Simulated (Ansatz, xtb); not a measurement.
A geometry optimisation of GaGeH6Si+ with r2SCAN-D4/def2-SVP

The starting geometry of this gas-phase singlet has its atoms placed at random.

```csv
atom,x (Å),y (Å),z (Å)
Ga,-1.2924,-1.3922,-1.1809
Ge,0.3208,0.2392,1.0614
Si,1.3031,1.4049,-0.6844
H,0.8529,-0.2652,-1.5448
H,-0.4845,1.7388,-0.0122
H,1.2635,-0.8729,1.5269
H,0.8364,1.4441,0.9145
H,-1.4623,0.8020,1.2372
H,1.2455,0.1439,0.0529
```

Q: One run relaxed it with r2SCAN-D4/def2-SVP. What is a likely outcome?

A: It ends as a structure with H9 bridging Ge2 and Si3, given below by its coordinates. Distances that change by over a tenth: Ge2–H7 (1.32 → 1.52 Å), Ge2–H8 (1.88 → 1.56 Å), Ge2–H9 (1.37 → 1.68 Å), Si3–H9 (1.46 → 1.67 Å). Contacts that open: Ge2–Si3 (2.32 → 3.01 Å), Si3–H7 (1.67 → 3.84 Å). Contacts that close: Si3–H4 (1.93 → 1.57 Å), Si3–H5 (1.94 → 1.57 Å).

The energy falls by 7.72 eV over 21 steps:

| step | E − E(last) (eV) |
| --- | --- |
| 1 | 7.723 |
| 3 | 2.129 |
| 5 | 0.595 |
| 8 | 0.224 |
| 10 | 0.117 |
| 12 | 0.054 |
| 14 | 0.013 |
| 17 | 0.002 |
| 19 | 0.000 |
| 21 | 0.000 |

Final geometry (Å):

```xyz
9

Ga   -1.6402   -0.2039   -1.1505
Ge    0.5033    0.3302    1.4111
Si    1.1864    0.8127   -1.4781
H     0.4745   -0.5875   -1.4300
H    -0.2328    1.4465   -1.2468
H     1.2719   -0.8427    2.0014
H     0.3975    1.6320    2.1912
H    -0.9036   -0.1289    0.9106
H     1.5258    0.7841    0.1617
```

From the same start GFN2-xTB ends elsewhere, in pieces: GeH4 + H2Si + Ga.

From so rough a start the end depends on the optimiser's path, so another program may land elsewhere. No frequencies were run, so the end isn't proven a minimum. Run with Ansatz 0.2.0, 56 s on 1 thread of Intel(R) Xeon(R) 6975P-C (Granite Rapids), on a shared host.
